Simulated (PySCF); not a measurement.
H4O4Sn, SMILES [OH][Sn]([OH])([OH])[OH].

Geometry: PBE-D3(BJ)/def2-SVP. The structure was generated by enumeration; whether it is a known compound was not checked. The def2 effective core potentials stand for the cores of Sn; spin–orbit coupling is left out. The values are those of a single conformer.

Computed with PBE-D3(BJ)/def2-SVP (PySCF).

Frequencies are harmonic and unscaled.

Modes within 1.5 cm⁻¹ of each other (mostly degenerate sets) share a row, with their intensities summed.

Computed normal modes with their intensities:
| mode | ν (cm⁻¹) | IR (km/mol) | moving atoms (share of kinetic energy) |
|---|---|---|---|
| 1 | 102 | 71.7 | O 71 %, H 29 % |
| 2 | 113 | 0.0 | O 53 %, H 47 % |
| 3–4 | 150 | 7.6 | O 55 %, H 30 %, Sn 15 % |
| 5 | 154 | 0.0 | H 52 %, O 48 % |
| 6 | 169 | 21.1 | O 72 %, Sn 22 % |
| 7–8 | 206 | 130.9 | H 73 %, O 24 % |
| 9 | 257 | 188.9 | H 75 %, O 25 % |
| 10 | 570 | 0.0 | O 98 % |
| 11 | 605 | 77.4 | O 85 %, Sn 14 % |
| 12–13 | 614 | 162.0 | O 82 %, Sn 17 % |
| 14 | 850 | 0.0 | H 95 % |
| 15 | 872 | 61.5 | H 92 % |
| 16–17 | 878 | 224.0 | H 92 % |
| 18–20 | 3694 | 235.3 | H 94 % |
| 21 | 3696 | 0.0 | H 94 % |
